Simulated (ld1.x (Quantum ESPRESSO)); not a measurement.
## Ranking TM potentials for Li

All share these settings but for the change named:

```json
{
 "Element": "lithium",
 "Generator": "ld1.x (Quantum ESPRESSO) 7.5",
 "Type": "norm-conserving Troullier–Martins (Kleinman–Bylander form)",
 "Functional": "PBE",
 "Relativity": "scalar-relativistic",
 "Frozen core": "none",
 "Valence charge": "3",
 "Reference configuration": "1s2 2s1 2p0",
 "Partial waves": "2p (bound, empty): rc 4.20 bohr; 1s (bound): rc 0.70 bohr",
 "Local potential": "the s channel",
 "Core correction": "none"
}
```

Occupied shells without a wave of their own: 2s. They enter only through the test configuration that unscreens the potential.

Cutoff: the first of the cutoffs (Ry, on a coarse ladder) from which the occupation-weighted sum of valence levels, in a spherical-Bessel basis at the reference potential, stays within 10 and 1 mRy of its value at 400 Ry; the density cutoff is not measured.

The base gives 160 Ry.

Of 9 variants that were run, those that failed, showed a ghost or another fault, or gave nearly equal values are left out.

A variant can come out equal or close to the base.

(1) Rank these variants from softest to hardest (loose cutoff).
A. core [He], valence charge 1; reference 2s1 2p0; waves now 2p (bound): rc 4.20 bohr; 2s (bound): rc 2.65 bohr
B. all radii scaled by about 1.40 (s 0.98, p 5.88 bohr)
C. wave 1s (bound): rc 0.70 bohr becomes 1s (bound): rc 0.48 bohr
D. wave 2p (bound): rc 4.20 bohr becomes 2p (bound): rc 2.80 bohr

## Answers

(1) A (6 Ry), B (90 Ry), D (160 Ry), C (260 Ry).
